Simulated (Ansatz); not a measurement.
The same group exchange along the group O, S, Se.

Calculated with Ansatz (gas phase, PBE0-D4/def2-TZVP geometries, no zero-point term in ΔE). CCSD(T)/CBS adds triple-zeta CCSD(T) − MP2 to the extrapolated MP2 energy (def2 sets, frozen cores). This one scheme is used for every species. DFT in def2-TZVPP. B3LYP here is the variant with VWN-RPA as its local correlation; programs differ in this. For Se outer-core shells are correlated without core-valence functions, which leaves a few kJ/mol of doubt a bond. Scalar relativity is left out up to krypton. Each species was taken in one conformer, which may not be the lowest.

| reaction | PBE0-D4 (kJ/mol) | B3LYP-D4 (kJ/mol) | HF/CBS(def2) (kJ/mol) | PBE-D4 (kJ/mol) | CCSD(T)/CBS(def2) (kJ/mol) |
| --- | --- | --- | --- | --- | --- |
| `O[Si](F)(F)F` + `C=N` → `N=CO` + `F[SiH](F)F` | 98 | 104 | 121 | 88 | 116 |
| `F[Si](F)(F)S` + `C=N` → `N=CS` + `F[SiH](F)F` | 68 | 65 | 75 | 61 | 72 |
| `F[Si](F)(F)[SeH]` + `C=N` → `N=C[SeH]` + `F[SiH](F)F` | 75 | 71 | 79 | 68 | 78 |

Largest T1 diagnostic: 0.014, for `N=CO`.
